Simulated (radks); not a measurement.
All-electron atom: C4+ in 1s1.5 2p0.5 (fractional occupations, a model configuration).

All-electron calculation, scalar-relativistic Kohn-Sham, MS2 meta-GGA, spin-polarised, spherical densities, finite nucleus; open shells are filled with parallel spins first; meta-GGA in the generalised Kohn-Sham scheme; Fermi nuclear charge, rms radius 2.4702 fm. Program: a radial shooting solver on a logarithmic mesh with Libxc functionals.

Energy parts (eV):
| part | energy |
|---|---|
| total | -731.152 |
| kinetic | 730.910 |
| electron-nucleus | -1524.139 |
| Hartree | 137.997 |
| exchange-correlation | -75.920 |

Orbitals (lengths in bohr, moments of r in powers of bohr; <r^-3> diverges for s and p1/2; r(max) is where P^2 peaks):
orbital  occ.  eigenvalue (eV)  <r^-3>  r(max)
1s up       1        -391.8952       -  0.1699
1s down   0.5        -378.6124       -  0.1713
2p up     0.5         -71.0507   5.231  0.8209

The highest occupied level is 2p up at -71.051 eV. Spin moment in Bohr magnetons: 1.
